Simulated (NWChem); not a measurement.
# C3H6OSi; SMILES [SiH2](O)C#CC

```xyz
11

C     -0.2462     3.1005    -0.0125
C     -0.0001     1.6628    -0.0061
C      0.2084     0.4628    -0.0071
Si     0.5189    -1.3334     0.0021
O     -0.8926    -2.2182    -0.0597
H      0.0943     3.5665     0.9200
H      0.2803     3.5865    -0.8428
H     -1.3157     3.3163    -0.1245
H      1.2750    -1.7332    -1.2060
H      1.3104    -1.6505     1.2234
H     -1.5418    -2.0292     0.6321
```
Atoms are numbered in this order, from 1.

Program: NWChem. Medium grid unless said otherwise, to which SCAN and Minnesota functionals are sensitive. Structure relaxed at the B3LYP/6-31G* (spherical d) level.

**Question.** Order these by “highest occupied level (eV)”, lowest first: r2SCAN/def2-TZVP; B3LYP/def2-TZVP; BP86/def2-TZVP; revPBE/def2-TZVP.

**Answer.** B3LYP/def2-TZVP (-7.51), r2SCAN/def2-TZVP (-6.76), BP86/def2-TZVP (-6.62), revPBE/def2-TZVP (-6.47)
